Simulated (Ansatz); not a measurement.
CH4BF2Sb, SMILES `C[BH][Sb]([F])[F]`. Total charge 0; spin multiplicity 1. Sb takes the def2 core potential.

```xyz
9

C     0.3916    0.1470    1.1525
B     0.6863    0.4475   -0.3266
Sb   -0.2650   -0.8367   -1.9659
F    -1.1282   -1.9982   -0.7060
F    -1.7073    0.4315   -2.0453
H     0.1194   -0.8829    1.3860
H    -0.5270    0.7419    1.3200
H     1.1287    0.5346    1.8593
H     1.3015    1.4154   -0.6740
```

What are the harmonic wavenumbers in cm⁻¹ at PBE0-D4/def2-TZVP (Ansatz, finite differences of forces, unscaled)? (Estimate.)

The calculation gave: 41, 113, 122, 173, 200, 266, 451, 507, 598, 614, 799, 814, 1039, 1112, 1301, 1402, 1453, 2609, 2972, 3089, 3150.

Is this a minimum?

Yes, all 21 modes are real.

Give the ideal-gas thermochemistry at 298.15 K and 1 bar (rigid rotor, harmonic oscillator; point group C1, symmetry number 1).

Zero-point energy 136.5 kJ/mol; H(298) − E = 159.3 kJ/mol; entropy 375.4 J/(mol·K), of which translation 174.1, rotation 115.3, vibration 86.0; G(298) − E = 47.4 kJ/mol. Modes under 100 cm⁻¹ are hindered rotations or soft bends, so the harmonic entropy is rough.
